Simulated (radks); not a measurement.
The numbers below are computed, except where a source is named.
Initial-state core-level shifts of the molybdenum ion Mo2+ when its valence configuration changes from [Kr] 4d4. Code: a radial shooting solver on a logarithmic mesh with Libxc functionals. Model: Dirac Kohn-Sham, PBE, spin-unpolarised, spherical densities, point nucleus; open shells are shared between the two j in proportion to 2j + 1. Shifts are changes of the shell-averaged eigenvalues in eV (positive: less bound).

| valence | 2s | 2p | 3s | 4s |
|---|---|---|---|---|
| 4d3 5p1 | -5.719 | -5.696 | -5.601 | -5.108 |
| 4d2 5s2 | -9.566 | -9.524 | -9.251 | -8.130 |
| 4d3.5 5s0.5 | -2.219 | -2.209 | -2.160 | -1.944 |
| 4d3 5s1 | -4.558 | -4.538 | -4.428 | -3.955 |
| 4d3.5 5p0.5 | -2.801 | -2.790 | -2.750 | -2.528 |
